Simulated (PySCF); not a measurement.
A TDDFT job was run through a driver script with this input:

```
{"job": {"kind": "uv", "xc": "CAM-B3LYP", "basis": "def2-SVPD", "nstates": 8, "ntriplets": 3}, "charge": 0, "multiplicity": 1}
O     -4.305702    -0.054125     0.355836
C     -3.255096     0.517591     0.212846
Si    -1.622365    -0.352879    -0.290154
O     -0.573035     0.865620    -0.438147
Si     0.940957     1.399573    -0.706491
O      1.993182     0.192503    -0.536855
Si     2.584087    -1.246922    -0.073618
H     -3.213909     1.617723     0.384654
H     -1.212325    -1.263045     0.777100
H     -1.781742    -1.036183    -1.571422
H      1.011816     1.823492    -2.095057
H      1.185322     2.385162     0.334031
H      3.471971    -0.971295     1.054701
H      3.297809    -1.749321    -1.245023
H      1.474619    -2.119907     0.310032
```

Its output, with some lines taken out ([cut]):

```
coarse grid: 14176 points
cycle   1  E = -1136.2053779996  dE =  8.585e-01  |g| = 1.210e+00  |ddm| = 8.415e+00
cycle   2  E = -1135.8364548718  dE =  3.689e-01  |g| = 1.875e+00  |ddm| = 3.797e+00
cycle   3  E = -1136.4859647744  dE = -6.495e-01  |g| = 1.581e-01  |ddm| = 1.770e+00
cycle   4  E = -1136.4890561963  dE = -3.091e-03  |g| = 1.046e-01  |ddm| = 3.137e-01
cycle   5  E = -1136.4910250528  dE = -1.969e-03  |g| = 9.485e-03  |ddm| = 1.115e-01
cycle   6  E = -1136.4910506609  dE = -2.561e-05  |g| = 2.605e-03  |ddm| = 7.476e-02
cycle   7  E = -1136.4910527010  dE = -2.040e-06  |g| = 9.538e-04  |ddm| = 6.272e-03
final grid: 123592 points
cycle   8  E = -1136.6616232524  dE = -1.314e-05  |g| = 2.464e-03  |ddm| = 6.951e-02
cycle   9  E = -1136.6616222033  dE =  1.049e-06  |g| = 3.590e-03  |ddm| = 7.303e-03
cycle  10  E = -1136.6616245417  dE = -2.338e-06  |g| = 3.491e-04  |ddm| = 3.012e-03
cycle  11  E = -1136.6616245629  dE = -2.121e-08  |g| = 1.645e-04  |ddm| = 6.614e-04
cycle  12  E = -1136.6616245681  dE = -5.213e-09  |g| = 5.647e-05  |ddm| = 3.431e-04
cycle  13  E = -1136.6616245688  dE = -7.508e-10  |g| = 9.593e-06  |ddm| = 8.510e-05
converged SCF energy = -1136.6616245688

Static polarisability (au): isotropic 93.802, principal 80.792 92.231 108.383

Singlet excitations
state   eV       nm        f      main configurations
[cut]
[cut]
[cut]
  4   7.0003    177.1   0.01926   H-1->L 0.55, H-2->L 0.22, H-3->L 0.17
  5   7.3855    167.9   0.08696   H->L+1 0.20, H->L+3 0.20, H-1->L+1 0.17
  6   7.4153    167.2   0.02246   H-1->L+1 0.63
  7   7.5244    164.8   0.00393   H-5->L 0.29, H-2->L 0.24, H-4->L 0.16
[cut]

Triplet excitations (Tamm-Dancoff, eV): 2.4905 5.6525 5.9332
```

Level of theory: TDDFT CAM-B3LYP/def2-SVPD, vertical, gas phase, core orbitals frozen in the response (PySCF 2.14.0, density-fitted response routines). The structure is a single GFN2-xTB conformer in the gas phase; no vibrational or solvent corrections. GFN2-xTB frequencies show an imaginary mode (38i cm⁻¹), so this geometry is no minimum at that level.

What stood in the cut lines?

```
  1   3.1763    390.3   0.00046   H->L 0.96
  2   6.2054    199.8   0.01639   H->L+1 0.41, H->L+3 0.40
  3   6.7336    184.1   0.01004   H->L+2 0.34, H->L+4 0.32, H->L+1 0.10
  8   7.6629    161.8   0.03901   H->L+8 0.28, H->L+5 0.21, H-2->L+1 0.13
```

How many basis functions and electrons does this run hold?

225 basis functions for 80 electrons in 40 doubly occupied orbitals.

Give the mean polarisability in Å³.

93.80 au × 0.148185 = 13.90 Å³.

What is the total energy of state 6 at this geometry?

-1136.66162 + 0.27251 = -1136.38911 hartree.

Write the structure that the coordinates describe.

`O=C[SiH2]O[SiH2]O[SiH3]` (CH8O3Si3), point group C1.

The SCF starts on a coarse grid; the energy jumps when the final grid takes over, and dE counts afresh there. H and L stand for HOMO and LUMO.

Conformer computed: `[O:1]=[CH:2][SiH2:3][O:4][SiH2:5][O:6][SiH3:7]`: O1–C2–Si3–O4 176°, C2–Si3–O4–Si5 175°, Si3–O4–Si5–O6 -16°, O4–Si5–O6–Si7 -19°.
